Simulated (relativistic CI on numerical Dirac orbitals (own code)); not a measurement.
## What each ingredient does to the levels of Te XVII

Base calculation: Dirac-Coulomb-Breit CI, separate exchange-only KLI orbitals for each configuration, model QED (radiative potential, 1s self-energy scaled to tabulated hydrogen-like ionisation energies), unscaled Slater integrals.

CI space (outside the closed core [Ar] 3d10): 4s²4p⁶, 4s²4p⁵4d, 4s4p⁶4d, 4s²4p⁵4f, 4s4p⁶4f, 4s²4p⁵5s, 4s²4p⁵5p, 4s4p⁶5s, 4s²4p⁵5d, 4s4p⁶5p, 4p⁶4d4f, 4s²4p⁵5f, 4s²4p⁵6s, 4s²4p⁵5g, 4s4p⁶5d, 4s²4p⁵6p, 4s²4p⁵6d, 4s4p⁶5f, 4s²4p⁵6f, 4s²4p⁵7s, 4s4p⁶6s, 4p⁶4d², 4p⁵4d³, 4p⁵4d²4f, 4p⁵4d²5s, 4p⁵4d²5p, 4p⁶4f², 4p⁵4d4f², 4p⁵4f³, 4p⁵4f²5s, 4p⁵4f²5p, 4p⁶4d5s, 4p⁵4d4f5s, 4p⁵4d5s², 4p⁵4d5s5p. Double excitations out of closed p, d and f shells are left out; levels of such configurations are missing from the list, as are those of other unlisted configurations, and high levels can miss mixing partners. These lack a partner that the ground configuration has and come out too high: 4s²4p⁵5d, 4s²4p⁵5f, 4s²4p⁵6s, 4s²4p⁵5g, 4s²4p⁵6p.

Variants: (1) configuration mixing switched off; (2) one mean potential for all configurations. Shifts of the energy above 4s²4p⁶ ¹S0, in cm⁻¹, for the lowest level and the first level of each name with at least 55 % of one term (blank where a level changes its place among those of its configuration and J or its character, or is not in the variant):

```csv
Level,Base,Δ(1),Δ(2)
4s²4p⁶ ¹S0,0,0,0
4s²4p⁵4d ³P°0,584412,-263,-135
4s²4p⁵4d ³P°1,595535,-255,-135
4s²4p⁵4d ³F°3,615773,+2004,-148
4s²4p⁵4d ³P°2,616800,-54,-136
4s²4p⁵4d ³F°4,618773,+2752,-150
4s²4p⁵4d ³D°3,657584,-39,-132
4s²4p⁵4d ³D°1,690436,-191,-132
4s²4p⁵4d ³F°2,710401,+1688,-140
4s²4p⁵4d ¹P°1,863475,+1408,-161
4s4p⁶4d ³D1,1130786,+24199,-265
4s4p⁶4d ³D2,1138114,+22799,-260
4s4p⁶4d ³D3,1151584,+21665,-256
4s4p⁶4d ¹D2,1216182,+4513,-183
```

At this charge energies of transitions that change n are usually good to better than 1 %, and those within a shell (Δn = 0) to a few per cent.

Ionisation energy from the two ground configurations alone: base 460.943 eV. The NIST ASD value (theoretical) is 461 eV.

LS names give the leading component of a level, which can be under half, so a name can repeat, a term be missing and a line seem to break the LS rules.
